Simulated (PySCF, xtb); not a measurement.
TiO₂, SMILES [O]=[Ti]=[O], multiplicity 1.

xtb 6.7.1 with GFN2-xTB at its own geometry gives an orbital gap of 1.72 eV and a dipole moment of 8.42 D.

The structure is a stationary point at ωB97X-D3(BJ)/def2-TZVP. The multiplicity is an assumed one; other spin states were not compared. The isomer is the one that the SMILES or the coordinates give; other isomers of the formula were not compared.

### Question
What does ωB97X/def2-TZVPD (PySCF) give? (An estimate is asked for; the answer gives what the named calculation found.)

### Answer
gap 8.89 eV (levels -9.73 and -0.84 eV), dipole 6.89 D.
